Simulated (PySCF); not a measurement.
## Correlation energy of Ga (gallium, neutral)

[Ar] 3d10 4s2 4p1, 2P determinant. All numbers are calculated (PySCF 2.14, scalar relativity through the core potential, in cc-pVTZ-PP with ECP10MDF (5s4p3d1f, 39 functions)). Frozen: 3s2 3p6 3d10; 3 electrons correlated.

MP2 pair energies summed by pair of shells (mhartree):

```tsv
pair	energy	share (%)
4s-4s	-20.09	58.8
4s-4p	-14.07	41.2
```

Total MP2 correlation energy: -34.16 mhartree.

Same-spin part -2.54 and opposite-spin part -31.62 mhartree; SCS-MP2 scales them by 1/3 and 6/5 to -38.79 mhartree.

| level | correlation energy (mhartree) |
| --- | --- |
| CCSD | -47.07 |
| (T) | -0.87 |
| CCSD(T) | -47.94 |

Diagnostics: T1 = 0.013, D1 = 0.0308, largest double amplitude 0.077.

Q: Is a single reference adequate?

A: Mostly. T1 lies below 0.03, but a double amplitude of this size points to a near-degeneracy that CCSD handles and MP2 describes poorly.
